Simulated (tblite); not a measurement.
Task: Write Cartesian coordinates for InChI=1S/C7H4F3/c8-7(9,10)6-4-2-1-3-5-6/h2-5H as optimised with GFN2-xTB. (Doublet state.)

Result: 
```xyz
14
C7H4F3 angstrom
F      2.4901    0.1698    1.1253
C      1.9373   -0.0774   -0.0798
F      2.4027   -1.2762   -0.4623
F      2.4667    0.8229   -0.9222
C      0.4361   -0.0213   -0.0342
C     -0.2034    1.1913   -0.2573
C     -1.5929    1.2489   -0.1964
C     -2.2521    0.0904    0.0901
C     -1.6672   -1.1187    0.3237
C     -0.2775   -1.1756    0.2614
H      0.3697    2.0784   -0.4818
H     -2.1083    2.1801   -0.3717
H     -2.2398   -2.0046    0.5486
H      0.2378   -2.1084    0.4346
```

Any rigid rotation of these coordinates is as good. Atoms count from 1 in this order. C6 (carbon bonded to 2 C and H) is planar (angles 120.4°, 120.3° and 119.3°, sum 360.0°, 0.00 Å off the plane of its three neighbours). Of the pairs four or more bonds apart, F4···H11 is among the closest relative to their van der Waals radii: 2.48 Å, 93 % of the sum of Bondi's values. C5 (carbon bonded to 3 C) is planar (angles 121.5°, 119.3° and 119.2°, sum 360.0°, 0.01 Å off the plane of its three neighbours). C7 (carbon bonded to 2 C and H) is planar (angles 122.5°, 120.4° and 117.2°, sum 360.0°, 0.00 Å off the plane of its three neighbours).

Bonds between heavy atoms (Å): F1–C2 1.349, C2–F3 1.342, C2–F4 1.342, C2–C5 1.503, C5–C6 1.389, C6–C7 1.392, C7–C8 1.363, C8–C9 1.363, C9–C10 1.392, C5–C10 1.389.

Structure optimised with GFN2-xTB, isolated species. This method treats the open shell by occupation alone, without spin polarisation.

Point group: Cs (every atom within 0.08 Å of its image). Its lowest GFN2-xTB frequency is 9 cm⁻¹, too small to tell a flat minimum from a shallow saddle.

The run took under 0.1 s wall on an Arm Neoverse V2 with one thread, on a shared host. These figures are those of the optimisation.

These are computed values.
